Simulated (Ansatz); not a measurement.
FH$_{5}$InNSi, SMILES `N[SiH2][InH][F]`, one more setting.

```yaml
crystal:
  periodic: [false, false, false]
  atoms:
    - {symbol: N, position_ang: [-0.605860, 1.500726, -0.246833]}
    - {symbol: Si, position_ang: [0.850956, 0.522821, -0.378787]}
    - {symbol: In, position_ang: [0.073421, -1.733348, 0.449749]}
    - {symbol: F, position_ang: [-1.628356, -1.091218, 1.428729]}
    - {symbol: H, position_ang: [-1.268353, 1.066028, 0.283266]}
    - {symbol: H, position_ang: [-0.609574, 2.282460, -0.484823]}
    - {symbol: H, position_ang: [1.297715, 0.203579, -1.984870]}
    - {symbol: H, position_ang: [1.937671, 1.022010, 0.261648]}
    - {symbol: H, position_ang: [0.255146, -3.409244, 0.713567]}
basis:
  gaussian: {orbitals: def2-TZVP, nuclear_model: gaussian, point_charges: [{charge: -1.00, position_ang: [6.100, -0.180, -0.675]}]}
hamiltonian: {xc: {name: BLYP}, dispersion: d4}
scf: {lower_state_search: off}
```

```sh
$ ansatz run in.yaml --threads 4 --pin off --events-out ev --progress --plain --max-ram 10444MiB
```

Shortened log:

```
Functional definition: BLYP
1171 factors; their error is unknown
mean field evaluation 1: about -17322.9706 eV, gradient 9.7e1 eV
mean field evaluation 2: about -17121.3948 eV, gradient 2.8e2 eV
mean field evaluation 4: about -17337.6769 eV, gradient 3.5e1 eV
mean field evaluation 8: about -17339.6263 eV, gradient 4.0e-1 eV
mean field evaluation 16: about -17339.6086 eV, gradient 3.2e-4 eV
mean field -17339.60855341 eV, -637.2188611292 hartree, gradient 2.6e-6 eV, S^2 0.000000; 0 other end points of the search recorded, 0 dependent functions left out
reference -17339.60896383 eV, -637.2188762116 hartree; 28, 28 occupied and 151, 151 virtual orbitals, 1171 factors
Total energy: -17340.00871342 eV, -637.2335667381 hartree
Checks for a lower state left out: stability, starts, cluster_reference, orbital_swaps, neighbouring_geometries, increment
```

Run time 0.85 s (4 threads of an AMD EPYC 7B13 on a shared host); peak host memory 0.22 GiB.
